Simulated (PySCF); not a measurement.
CrO3, SMILES [O]=[Cr](=[O])=[O], multiplicity 1.

Geometry: PBE0-D3(BJ)/def2-SVP. The spin state was assumed, not searched. The isomer is the one that the SMILES or the coordinates give; other isomers of the formula were not compared.

Two levels are set side by side: PBE/def2-TZVPD (PySCF) and M06-2X/def2-TZVPD (PySCF). Same geometry, gas phase. Differences are taken from unrounded values.

| quantity | M06-2X |
|---|---|
| orbital gap (eV) | 6.82 |
| highest occupied level (eV) | -11.11 |
| lowest empty level (eV) | -4.29 |
| dipole moment (D) | 3.14 |
| mean polarisability (bohr³) | 38.0 |

Problem. What does PBE give, and how far is it from M06-2X? (Estimate from the structure and the level; the computed values follow.)

Solution. 
```json
[
 {"quantity": "orbital gap (eV)", "PBE": "1.61", "PBE minus M06-2X": "-5.21"},
 {"quantity": "highest occupied level (eV)", "PBE": "-7.62", "PBE minus M06-2X": "3.49"},
 {"quantity": "lowest empty level (eV)", "PBE": "-6.01", "PBE minus M06-2X": "-1.72"},
 {"quantity": "dipole moment (D)", "PBE": "2.97", "PBE minus M06-2X": "-0.17"},
 {"quantity": "mean polarisability (bohr³)", "PBE": "38.9", "PBE minus M06-2X": "0.9"}
]
```

Without exact exchange PBE keeps part of each electron's self-repulsion, which lifts occupied levels and narrows the gap. Differences between two approximate levels are no errors against the true value.

Rough cost on one machine, each run with all the roots and properties that it gave: M06-2X against PBE about 3 times.
